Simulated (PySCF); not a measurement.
Geometries of 2 isomers of CH5BrSi, from PBE0-D3(BJ)/def2-SVP geometry optimisation, gas phase in PySCF. One conformer each, no zero-point energy, no frequencies.

**Question.** Which is lower in electronic energy at this level?
A.
```xyz
8
angstrom
C     -0.919    0.369    0.134
Si     0.715   -0.487   -0.151
Br     2.338    1.048   -0.139
H     -0.917    0.887    1.105
H     -1.747   -0.357    0.125
H     -1.097    1.116   -0.655
H      1.026   -1.473    0.924
H      0.757   -1.170   -1.476
```
B.
```xyz
8
angstrom
Si     0.958    0.157   -0.013
C     -0.860   -0.363   -0.061
Br    -2.005    1.166    0.304
H      1.289    0.693    1.339
H      1.809   -1.041   -0.298
H      1.205    1.200   -1.049
H     -1.092   -1.127    0.693
H     -1.148   -0.752   -1.048
```

**Answer.** A. That is `C[SiH2]Br`, 38.6 kcal/mol below the other.

| SMILES | atoms numbered as above | E (Eh) | relative (kcal/mol) | relative (kJ/mol) | dipole (D) |
| --- | --- | --- | --- | --- | --- |
| C[SiH2]Br | [CH3:1][SiH2:2][Br:3] | -2903.91460 | 0.0 | 0.0 | 1.99 |
| [SiH3]CBr | [SiH3:1][CH2:2][Br:3] | -2903.85308 | 38.6 | 161.5 | 1.53 |
